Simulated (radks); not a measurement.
The mean radii <r> (bohr) of the occupied orbitals of an atom or ion are listed with their occupations. All-electron calculation, scalar-relativistic Kohn-Sham, PBE, spin-unpolarised, spherical densities, finite nucleus; Fermi nuclear charge, rms radius of each element as measured or else 0.836 A^(1/3) + 0.57 fm. Program: a radial shooting solver on a logarithmic mesh with Libxc functionals.

orbital  occ.      <r>
1s          2  0.03517
2s          2   0.1531
2p          6   0.1334
3s          2   0.4050
3p          6   0.3999
3d          5   0.3677

Name the element and its charge.

Answer. Z = 42, molybdenum, charge +19: Mo19+ in [Ar] 3d5. The 1s radius gives Z: for a bare nucleus <r> = (2 gamma + 1)/(2Z) with gamma = sqrt(1 - (Z/c)^2), 0.03457 bohr for Z = 42, and screening makes it slightly larger (0.03517 here). The occupations add up to 23, and the charge is Z minus that.
